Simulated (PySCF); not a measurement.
## Excited states of I⁷⁺ (iodine, charge +7)

Ground state [Kr] 4d10, ¹S. Calculation: PySCF 2.14, in aug-cc-pVDZ-PP with one added diffuse shell each of s, p, d type with ECP28MDF (6s5p4d, 41 functions); a scalar-relativistic core potential. Vertical excitation energies in eV without spin-orbit coupling; excited terms of each kind are numbered among those the solver found. Frozen: 4s2 4p6.

```
 term  leading excitation  EOM-EE-CCSD
 1 3D              4d → s       49.112
 1 1D              4d → s       49.989
1 3P°              4d → p       63.737
1 3F°              4d → p       64.453
1 1F°              4d → p       64.948
1 1P°              4d → p       65.651
1 1D°              4d → p       65.698
1 3D°              4d → p       65.703
 1 3G              4d → d       87.121
 1 1G              4d → d       87.282
 2 3D              4d → d       87.447
 2 1D              4d → d       87.809
```

The spin-orbit splitting of the hole, absent here, rivals or exceeds the spacing of these terms, so the LS terms are model states.

The solver can miss terms.
